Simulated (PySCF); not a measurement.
These are PBE-D3(BJ)/def2-TZVP // BP86-D3(BJ)/def2-SVP (PySCF) values and carry that method's errors. Isolated molecules, 0 K electronic values unless said otherwise. One relaxed conformer stands for a flexible species; it need not be the lowest. 

Reference species: [Cd(NH2)2] (neutral, multiplicity 1).

The charge on the central atom (Mulliken) comes out as 0.66 e. The mean distance from the central atom to its bonded neighbours is 2.023 Å, the HOMO is -5.42 eV and the LUMO is -1.51 eV.

Changed species: [Cd(Cl)2] (0 of 2 Cl replaced by NH2; the reference has 2 of 2 Cl replaced by NH2).

Question: What does the change do to the charge on the central atom (Mulliken), mean distance from the central atom to its bonded neighbours, HOMO and LUMO?

Answer: the charge on the central atom (Mulliken) rises by 0.08 e, to 0.74 e; the mean distance from the central atom to its bonded neighbours goes up by 0.265 Å, to 2.288 Å; the HOMO falls by 2.10 eV, to -7.52 eV; the LUMO decreases by 1.71 eV, to -3.22 eV.
